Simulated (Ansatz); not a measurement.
Species: sum formula SnH$_{3}$Cl, charge 0, multiplicity 1. 
Structure (B3LYP-D3(BJ)/def2-TZVP (Ansatz, an electronic-structure program) minimum search):
```xyz
5

Cl     1.8000     0.1228    -0.0212
Sn    -0.5508    -0.0376     0.0065
H     -1.1323     1.4958    -0.4579
H     -0.9757    -0.4452     1.6060
H     -0.9521    -1.2594    -1.1121
```
Charge 0, spin multiplicity 1.

Wanted: vertical ionisation energy (to the doublet state of charge +1; each state is the SCF solution reached for its spin; the molecule has degenerate orbitals, so one determinant may break the symmetry), in eV. Valence correlation only, unless marked. UHF or UKS for open shells. No spin-orbit coupling. Frozen are the shells of the preceding noble gas and the d and f shells that filled before the atom's block. Past Kr the def2 sets carry scalar-relativistic core potentials. CBS marks a two-point X^-3 extrapolation of the correlation energy; Hartree-Fock from the larger set. The bracket is a focal-point correction in the basis named.

```csv
level,program,vertical ionisation energy (eV)
HF/def2-SVPD,Ansatz,10.32
PBE/def2-TZVPD,Ansatz,10.58
r2SCAN/def2-TZVPD,Ansatz,10.77
B3LYP/def2-TZVPD,Ansatz,10.88
PBE0/def2-TZVPD,Ansatz,10.90
BHLYP/def2-TZVPD,Ansatz,11.00
CAM-B3LYP/def2-TZVPD,Ansatz,11.08
wB97M-V/def2-TZVPD,Ansatz,11.13
B2PLYP/def2-TZVPD,Ansatz,11.04
MP2/def2-SVPD,Ansatz,11.26
MP2/def2-QZVPPD,Ansatz,11.45
"MP2/CBS(def2-TZVPPD,def2-QZVPPD)",Ansatz,11.52
RI-MP2/def2-QZVPPD,Ansatz,11.45
SCS-MP2/def2-SVPD,Ansatz,11.18
SCS-MP2/def2-TZVPPD,Ansatz,11.26
CCSD/def2-SVPD,Ansatz,11.02
"CCSD/CBS(def2-TZVPPD,def2-QZVPPD)",Ansatz,11.25
CCSD(T)/def2-QZVPPD,Ansatz,11.22
"RI-MP2/CBS(def2-TZVPPD,def2-QZVPPD)+[CCSD(T)-MP2]/def2-SVPD",Ansatz,11.30
"RI-MP2/CBS(def2-TZVPPD,def2-QZVPPD)+[CCSD(T)-MP2]/def2-TZVPPD",Ansatz,11.30
"CCSD(T)/CBS(def2-TZVPPD,def2-QZVPPD)",Ansatz,11.31
```
